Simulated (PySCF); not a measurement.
Ne²⁺ (neon, charge +2) across methods

[He] 2s1 2p4 3d1, one real determinant (an excited configuration). All numbers are calculated (PySCF 2.14, no relativity, point nucleus, in dyall-av2z).

| method | E (hartree) | mean ε 2p α (eV) | mean ε 2p β (eV) | mean ε 3d α (eV) | Σ⟨r²⟩ (bohr²) | ⟨S²⟩ |
| --- | --- | --- | --- | --- | --- | --- |
| r2SCAN0 | -123.5724 | -71.008 | -61.912 | 2.032 | 6.398 | 6.001 |
| PBE0 | -123.5221 | -69.865 | -61.429 | 2.025 | 6.414 | 6.001 |
| wB97M-V | -123.5867 | -72.017 | -64.118 | -0.165 | 6.419 | 6.001 |
| LDA | -122.8553 | -66.045 | -58.348 | 3.689 | 6.450 | 6.001 |
| r2SCAN | -123.5879 | -67.562 | -59.479 | 3.273 | 6.407 | 6.001 |
| r2SCANh | -123.5816 | -68.940 | -60.453 | 2.777 | 6.403 | 6.001 |
| PBE | -123.5262 | -65.977 | -58.809 | 3.312 | 6.431 | 6.000 |
| UHF | -123.30947 | -80.748 | -67.605 | -1.344 | 6.385 | 6.001 |
| wB97X | -123.5968 | -71.809 | -64.216 | -0.548 | 6.403 | 6.001 |

⟨L²⟩ = 8.00 against 12 for a pure F term, so this real determinant mixes terms. The outer electron is Rydberg-like, and this basis confines it to a smaller radius and binds it less than a complete one would.

The highest occupied level is positive at r2SCAN0, PBE0, LDA, r2SCAN, r2SCANh, PBE: only the finite basis holds that electron, which in a density functional comes from self-interaction.
